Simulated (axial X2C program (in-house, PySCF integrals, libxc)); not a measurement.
**Bond lengths and stretching modes, held linear, of FRuF**

Calculated with an in-house all-electron X2C program for linear molecules (integrals from PySCF): two-component X2C with atomic mean-field Coulomb and Gaunt terms, Gaussian nuclei, basis F dyall-av3z, Ru dyall-v3z with contracted cores. Spin-free rows use the one-electron spin-free X2C Hamiltonian.

Masses F 18.998, Ru 101.904, F 18.998 u. States: 2c Ω = 4 (beyond evenly filled blocks: ω = 3/2, ω = 5/2); spin-free M_S = 2, Λ = 2 (beyond evenly filled blocks: σα, π+α, π-α, δ+α, δ+β, δ-α).

PBE, 2c: energies above the lowest point

```tsv
r(F–Ru) (Å)	r(Ru–F) (Å)	E (meV)
1.8262	1.8262	81.38
1.8262	1.8730	38.93
1.8262	1.9198	50.86
1.8730	1.8262	38.93
1.8730	1.8730	0.00
1.8730	1.9198	14.87
1.8730	1.9667	71.64
1.9198	1.8262	50.86
1.9198	1.8730	14.87
1.9198	1.9198	32.16
1.9667	1.8730	71.64
1.9667	1.9667	151.34
```

Question: Fit a quadratic surface with cubic terms in each bond: where is the minimum, and what are the two stretching wavenumbers?

Answer: At PBE, 2c: bonds 1.882 and 1.882 Å; harmonic stretches 592.6 and 661.9 cm⁻¹; force constants 3.75, 3.75 and coupling 0.18 mdyn/Å.

The other levels and Hamiltonians give:

```json
{"Hamiltonian": "2c", "level": "PBE0", "r(F–Ru) (Å)": "1.871", "r(Ru–F) (Å)": "1.871", "lower stretch (cm⁻¹)": "605.5", "upper stretch (cm⁻¹)": "678.7"}
{"Hamiltonian": "2c", "level": "HF", "r(F–Ru) (Å)": "1.908", "r(Ru–F) (Å)": "1.908", "lower stretch (cm⁻¹)": "576.7", "upper stretch (cm⁻¹)": "658.8"}
{"Hamiltonian": "2c", "level": "MP2", "r(F–Ru) (Å)": "1.887", "r(Ru–F) (Å)": "1.887", "lower stretch (cm⁻¹)": "588.0", "upper stretch (cm⁻¹)": "660.6"}
{"Hamiltonian": "spin-free", "level": "PBE0", "r(F–Ru) (Å)": "1.871", "r(Ru–F) (Å)": "1.871", "lower stretch (cm⁻¹)": "606.0", "upper stretch (cm⁻¹)": "679.4"}
{"Hamiltonian": "spin-free", "level": "HF", "r(F–Ru) (Å)": "1.907", "r(Ru–F) (Å)": "1.907", "lower stretch (cm⁻¹)": "577.2", "upper stretch (cm⁻¹)": "659.8"}
{"Hamiltonian": "spin-free", "level": "PBE", "r(F–Ru) (Å)": "1.881", "r(Ru–F) (Å)": "1.881", "lower stretch (cm⁻¹)": "593.0", "upper stretch (cm⁻¹)": "662.6"}
{"Hamiltonian": "spin-free", "level": "MP2", "r(F–Ru) (Å)": "1.886", "r(Ru–F) (Å)": "1.886", "lower stretch (cm⁻¹)": "588.6", "upper stretch (cm⁻¹)": "661.9"}
```

Each state is one determinant, the lowest of a limited PBE0 search; the stretches come from a fit to these few points and carry an uncertainty of a few per cent. Other orders of the atoms were not compared. MP2 freezes inner shells (threshold -2 hartree). The molecule was held linear; bending was not examined, so a bent shape may lie lower. Open-shell Ω = 0 determinants with evenly filled partner blocks cannot be reached by this program, so the Ω shown need not be the lowest component. Note: functional without a current term on a determinant with orbital currents, of the molecule or an atom. Note: several unpaired electrons, one determinant need not be a pure state.
